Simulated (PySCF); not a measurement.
propane (C3H8), singlet, geometry from GFN2-xTB, with bond 8-2 at 1.4 times its length; CASCI(4,4)/6-31G in PySCF.

Input for PySCF:
```python
from pyscf import gto, scf, mcscf
import numpy

mol = gto.Mole()
mol.atom = '''
    C     0.00019816   -0.00959544    0.59262286
    C     0.00203840    1.26473711   -0.24264066
    C    -0.00221431   -1.25621880   -0.28345724
    H    -0.88125307   -0.01855469    1.23781232
    H     0.88208063   -0.02151901    1.23717471
    H     0.00374846    2.14435597    0.39712642
    H    -0.00350616   -2.15608872    0.32749829
    H     1.23633517    1.31579816   -1.13375841
    H    -0.87993462    1.30417409   -0.87851563
    H    -0.88428061   -1.27207466   -0.92022745
    H     0.87933296   -1.27503946   -0.92086516
'''
mol.basis = '6-31g'
mol.verbose = 4
mol.build()

mf = scf.RHF(mol)
mf.kernel()
mc = mcscf.CASCI(mf, 4, 4)
mc.fix_spin_(ss=0.0)
mc.kernel()
occ = numpy.linalg.eigvalsh(mc.fcisolver.make_rdm1(mc.ci, mc.ncas, mc.nelecas))[::-1]
ss = mc.fcisolver.spin_square(mc.ci, mc.ncas, mc.nelecas)[0]
print('natural occupations', occ.round(4), ' <S^2>', round(ss, 4))
```

Predict the main parts of the log of this PySCF run.


```
PySCF version 2.14.0

[INPUT] verbose = 4
[INPUT] num. atoms = 11
[INPUT] num. electrons = 26
[INPUT] charge = 0
[INPUT] spin (= nelec alpha-beta = 2S) = 0
[INPUT] symmetry False subgroup None
[INPUT] Mole.unit = angstrom
[INPUT] Symbol           X                Y                Z      unit          X                Y                Z       unit  Magmom
[INPUT]  1 C      0.000198160000  -0.009595440000   0.592622860000 AA    0.000374468129  -0.018132753645   1.119894900556 Bohr   0.0
[INPUT]  2 C      0.002038400000   1.264737110000  -0.242640660000 AA    0.003852017732   2.390006757474  -0.458524394084 Bohr   0.0
[INPUT]  3 C     -0.002214310000  -1.256218800000  -0.283457240000 AA   -0.004184439455  -2.373909484530  -0.535656551625 Bohr   0.0
[INPUT]  4 H     -0.881253070000  -0.018554690000   1.237812320000 AA   -1.665326948732  -0.035063282426   2.339126278412 Bohr   0.0
[INPUT]  5 H      0.882080630000  -0.021519010000   1.237174710000 AA    1.666890810484  -0.040665035372   2.337921370138 Bohr   0.0
[INPUT]  6 H      0.003748460000   2.144355970000   0.397126420000 AA    0.007083562789   4.052245496876   0.750460170629 Bohr   0.0
[INPUT]  7 H     -0.003506160000  -2.156088720000   0.327498290000 AA   -0.006625682149  -4.074417181064   0.618882074363 Bohr   0.0
[INPUT]  8 H      1.236335170000   1.315798160000  -1.133758410000 AA    2.336334869468   2.486498157607  -2.142492886322 Bohr   0.0
[INPUT]  9 H     -0.879934620000   1.304174090000  -0.878515630000 AA   -1.662835439323   2.464531848854  -1.660153936850 Bohr   0.0
[INPUT] 10 H     -0.884280610000  -1.272074660000  -0.920227450000 AA   -1.671048170163  -2.403872717399  -1.738977852807 Bohr   0.0
[INPUT] 11 H      0.879332960000  -1.275039460000  -0.920865160000 AA    1.661698466703  -2.409475377413  -1.740182950054 Bohr   0.0

nuclear repulsion = 81.6727894571694
number of shells = 31
number of NR pGTOs = 98
number of NR cGTOs = 43
basis = 6-31g
ecp = {}

******** <class 'pyscf.scf.hf.RHF'> ********
method = RHF
initial guess = minao
damping factor = 0
level_shift factor = 0
DIIS = <class 'pyscf.scf.diis.CDIIS'>
diis_start_cycle = 1
diis_space = 8
diis_damp = 0
SCF conv_tol = 1e-09
SCF conv_tol_grad = None
SCF max_cycles = 50
direct_scf = True
direct_scf_tol = 1e-13
Set gradient conv threshold to 3.16228e-05
Initial guess from minao.
init E= -118.279484086421
  HOMO = -0.319080158132249  LUMO = 0.0924272645135995  gap/eV = 11.19769
cycle= 1 E= -118.131140395622  delta_E= 0.148  |g|= 0.239  |ddm|= 2.44
  HOMO = -0.432903514331826  LUMO = 0.173911251788358  gap/eV = 16.51227
cycle= 2 E= -118.153080285998  delta_E= -0.0219  |g|= 0.0673  |ddm|= 0.287
  HOMO = -0.417888708559559  LUMO = 0.191036265272656  gap/eV = 16.56969
cycle= 3 E= -118.154642152201  delta_E= -0.00156  |g|= 0.0266  |ddm|= 0.0878
  HOMO = -0.423235435586831  LUMO = 0.188036619231205  gap/eV = 16.63356
cycle= 4 E= -118.154867597364  delta_E= -0.000225  |g|= 0.00292  |ddm|= 0.0292
  HOMO = -0.422550433465728  LUMO = 0.188960623451892  gap/eV = 16.64006
cycle= 5 E= -118.154873520477  delta_E= -5.92e-06  |g|= 0.000639  |ddm|= 0.00749
  HOMO = -0.422524902356098  LUMO = 0.188970714416852  gap/eV = 16.63964
cycle= 6 E= -118.154873793476  delta_E= -2.73e-07  |g|= 0.00021  |ddm|= 0.00157
  HOMO = -0.422491860835073  LUMO = 0.189004056364116  gap/eV = 16.63965
cycle= 7 E= -118.15487381862  delta_E= -2.51e-08  |g|= 5.57e-05  |ddm|= 0.000462
  HOMO = -0.422477253442044  LUMO = 0.189015370170649  gap/eV = 16.63956
cycle= 8 E= -118.154873820424  delta_E= -1.8e-09  |g|= 7.11e-06  |ddm|= 0.000149
  HOMO = -0.422477304482553  LUMO = 0.189014848287572  gap/eV = 16.63955
cycle= 9 E= -118.15487382046  delta_E= -3.57e-11  |g|= 1.32e-06  |ddm|= 2.02e-05
  HOMO = -0.422477354305185  LUMO = 0.189014806334233  gap/eV = 16.63955
Extra cycle  E= -118.15487382046  delta_E= -7.67e-13  |g|= 5.06e-07  |ddm|= 2.63e-06
converged SCF energy = -118.15487382046

******** <class 'pyscf.mcscf.casci.CASCI'> ********
CAS (2e+2e, 4o), ncore = 11, nvir = 28
natorb = False
canonicalization = True
sorting_mo_energy = False
******** <class 'pyscf.fci.addons.SpinPenaltyFCISolver'> ********
max. cycles = 200
conv_tol = 1e-08
davidson only = True
linear dependence = 1e-12
level shift = 0.001
max iter space = 12
nroots = 1
pspace_size = 400
spin = None
Density matrix diagonal elements [1.99967531 1.97307205 0.02419664 0.003056  ]
CASCI converged
CASCI E = -118.164815956308  E(CI) = -3.60314368713648  S^2 = 0.0000000
natural occupations [1.9998e+00 1.9730e+00 2.7000e-02 2.0000e-04]  <S^2> 0.0
```
